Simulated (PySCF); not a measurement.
**Exact simulation of a proton spin system**

Molecule: `COCc1ccoc1`, C6H8O2.

Bonds (- single, = double, # triple, : aromatic): C1-O2, O2-C3, C3-C4, C4:C5, C5:C6, C6:O7, O7:C8, C8:C4. C1 carries H9, H10, H11; C3 carries H12, H13; C5 carries H14; C6 carries H15; C8 carries H16.

- shieldings: GIAO KT3/pcSseg-1
- J couplings at B3LYP/pcJ-1 (without the spin–dipole term)
- geometry: PBE0-D3(BJ)/def2-SVP
- program: PySCF 2.14
- single conformer, non-relativistic Hamiltonian, fast rotation and ring inversion assumed for equivalent nuclei, gas phase

Referencing at the same level of theory: TMS for ¹H.

The 5-spin Hamiltonian (Zeeman plus full scalar coupling among like nuclei) was diagonalised exactly; lines are Lorentzian, 0.7 Hz wide, and the maxima above 3 % are listed with the tallest set to 100.

Peak list at 800 MHz for the spins H12/H13/H14/H15/H16:
δ in ppm (height): 7.302 (22), 7.302 (20), 7.300 (30), 7.298 (20), 7.298 (22), 7.152 (13), 7.151 (29), 7.150 (36), 7.149 (28), 7.148 (13), 6.492 (30), 6.491 (31), 6.490 (22), 6.489 (31), 6.488 (30), 4.381 (93), 4.380 (100), 4.380 (93)

Question: Extract the chemical shifts and coupling constants behind this pattern (give the signs of the calculation).

Answer: 
Shifts (ppm): H12/H13 4.38, H14 6.49, H15 7.30, H16 7.15.
Couplings (Hz): H12–H13: -14.6; H12–H14, H13–H14: -0.6; H12–H15, H13–H15: 0.5; H12–H16, H13–H16: -1.0; H14–H15: 2.2; H14–H16: 0.7; H15–H16: 1.4.
These are the parameters used. A line list fixes at most the relative signs, and those only where coupling is strong; other parameter sets or atom labellings may fit too, and couplings well below the line width leave little trace.

Unscaled 3J(H,H) at this level run about 10 % above measured values.
